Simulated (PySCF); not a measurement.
C5H12O, SMILES CC(C)COC at its GFN2-xTB optimised geometry (Å):

```
18

C      2.2803     0.5235    -1.2918
O      0.8828     0.4654    -1.2128
C      0.4203    -0.0852     0.0000
C     -1.1092    -0.0852     0.0000
C     -1.6400    -0.8633     1.2003
C     -1.6367     1.3467     0.0000
H      2.7005     1.1495    -0.4934
H      2.7271    -0.4771    -1.2210
H      2.5218     0.9600    -2.2589
H      0.7988     0.5047     0.8508
H      0.7987    -1.1149     0.1098
H     -1.4331    -0.5768    -0.9225
H     -2.7271    -0.8664     1.1941
H     -1.2930    -1.8940     1.1799
H     -1.3032    -0.4052     2.1282
H     -1.3613     1.8522     0.9236
H     -2.7205     1.3533    -0.0882
H     -1.2129     1.8940    -0.8371
```

Computed with CAM-B3LYP/def2-SVP in PySCF 2.14.0. Cells within 0.4 Å of a nucleus heavier than hydrogen are left out (blank, or x).

Map of the deformation density (molecule minus spherical neutral atoms) (e/bohr³) on the plane z = 1.0 Å:

```
|111111111111111111111111111|
|111111111111111111111111111|
|111111111111111111111111111|
|111111111111111111111111111|
|111111111111111111111111111|
|111111111111111111111111111|
|111111111111111111111111111|
|111111111111111111111111111|
|111111112531111111111111111|
|111111112641111111111111111|
|111111101211111111111111111|
|111111100000012211111111111|
|111111100000014621111111111|
|111111100110002321111111111|
|111111231540000111111111111|
|11111179xx30000111111111111|
|111111464x30001111111111111|
|111111123982111111111111111|
|111111112551111111111111111|
|111111111111111111111111111|
|111111111111111111111111111|
|111111111111111111111111111|
|111111111111111111111111111|
|111111111111111111111111111|
|111111111111111111111111111|
|111111111111111111111111111|
|111111111111111111111111111|
```
Scale: ten equal steps from -0.016 (start of '0') to 0.071 (end of '9'), in the order '0123456789'; x runs from -5.00 to 5.00, y from -5.00 (bottom) to 5.00 (top).
